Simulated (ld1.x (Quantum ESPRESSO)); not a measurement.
## What one change does to a pseudopotential (molybdenum (Mo), TM)

molybdenum, norm-conserving Troullier–Martins (Kleinman–Bylander form), made with ld1.x (Quantum ESPRESSO) 7.5 (PBE, fully relativistic). Core [Ar] 3d10 4s2, reference 4p6 4d5 5s1 5p0. Waves: 5s (bound): rc 2.20 bohr; 4p (bound): rc 1.15 bohr; 4d (bound): rc 1.40 bohr. Local part: the d channel. Core correction: none.

Open shells are filled in proportion to 2j + 1 (rel_dist='average').

All-electron outer shells of the reference configuration (PBE, scalar-relativistic, ld1.x):

```tsv
shell	level (eV)	outermost node (bohr)	outermost maximum (bohr)
3d	-220.98	–	0.32
4s	-64.35	0.51	0.99
4p	-38.49	0.52	1.08
5s	-4.09	1.34	2.93
4d	-3.75	0.53	1.38
5p	-1.04	1.54	4.11
```

Change: wave 4d (bound): rc 1.40 bohr becomes 4d (bound): rc 1.78 bohr.

Cutoffs: the cutoffs (Ry, on a coarse ladder) from which the occupation-weighted sum of valence levels, in a spherical-Bessel basis at the reference potential, stays within 10 and 1 mRy of its value at 400 Ry; they do not see the model core or the augmentation charge, which bear on the density cutoff. Errors are all-electron minus pseudo energies relative to the spin-unpolarised reference configuration.

Problem. What does the change do?

Solution. The potential gets neither clearly harder nor softer (90 Ry and 140 Ry → 90 Ry and 140 Ry); both files keep a bound ghost (s); of the 7 tests that both files solve, the error grows in 2 and shrinks in 1 by more than 15 % and 0.3 meV (median size 5.2 → 7.2 meV); the range in which the d3/2 phases agree narrows (upper end at the end of the scan → 3.3); the range in which the d5/2 phases agree widens (upper end 3.3 → at the end of the scan). In the base the local d channel has no projectors, so it cannot carry the spin–orbit splitting, and the file is wrong for that shell. In the changed file the local d channel has no projectors, so it cannot carry the spin–orbit splitting, and the file is wrong for that shell.

```tsv
quantity	base	changed
cutoff, loose	90 Ry	90 Ry
cutoff, tight	140 Ry	140 Ry
bound ghosts	s	s
largest miss of a reference level, eV	0.12	0.12
error for 4p6 4d5 5s0 5p0, meV [ΔE 6.89 eV]	-3.4	-3.3
error for 4p6 4d4 5s0 5p0, meV [ΔE 22.35 eV]	+16	+15
error for 4p6 4d3 5s0 5p0, meV [ΔE 49.09 eV]	+45	+41
error for 4p6 4d5 5s0.5 5p0, meV [ΔE 2.73 eV]	-0.8	-0.8
error for 4p5 4d5 5s1 5p0, meV [ΔE 44.01 eV]	-15	-27
error for 4p6 4d5 5s0 5p1, meV [ΔE 3.14 eV]	-4.2	-7.2
error for 4p6 4d4 5s1 5p0, meV [ΔE 8.06 eV]	+5.2	+2.4
s: phases at 2.41 bohr within 0.05 rad from the reference energy up to (Ry; the scan ends near 5)	0.4	0.5
p1/2: phases at 2.41 bohr within 0.05 rad from the reference energy up to (Ry; the scan ends near 5)	to the end of the scan	to the end of the scan
p3/2: phases at 2.41 bohr within 0.05 rad from the reference energy up to (Ry; the scan ends near 5)	to the end of the scan	to the end of the scan
d3/2: phases at 2.41 bohr within 0.05 rad from the reference energy up to (Ry; the scan ends near 5)	to the end of the scan	3.3
d5/2: phases at 2.41 bohr within 0.05 rad from the reference energy up to (Ry; the scan ends near 5)	3.3	to the end of the scan
```

 A true bound ghost makes a file unfit for plane-wave use even where its test errors are small: the radial tests pick states by their node count and pass the ghost by.
